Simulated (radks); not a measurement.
Ionisation ladder of tin, from Sn I to Sn III. Each ion is in the ground configuration listed by NIST, and IE = E(next ion) - E(this ion). Method: scalar-relativistic Kohn-Sham, PBE, spin-polarised, spherical densities, point nucleus; open shells are filled with parallel spins first (spin-orbit coupling, left out, can overturn this in heavy ions); computed with a radial shooting solver on a logarithmic mesh with Libxc functionals.

species,configuration,E (hartree),"IE, Delta-SCF (eV)",-e(HOMO) (eV),HOMO,"IE, NIST (eV)",kind,error (eV)
Sn I,[Kr] 4d10 5s2 5p2,-6177.22580,7.309,4.157,5p up,7.344,exp.,-0.035
Sn II,[Kr] 4d10 5s2 5p1,-6176.95721,14.157,10.619,5p up,14.633,exp.,-0.476
Sn III,[Kr] 4d10 5s2,-6176.43693,30.693,26.091,5s,30.506,exp.,+0.187

Reference values: NIST Atomic Spectra Database (measured). The ionisation energy per charge of the ion left behind rises most, in proportion, at Sn III ([Kr] 4d10 5s2), from 7.079 to 10.231 eV. Against the entries that are not theoretical the mean signed error is -1.0 % and the largest -3.3 %. Open shells are spherical and high-spin; term and fine-structure splittings are not resolved. Spin-orbit splitting is averaged out at the scalar-relativistic level.
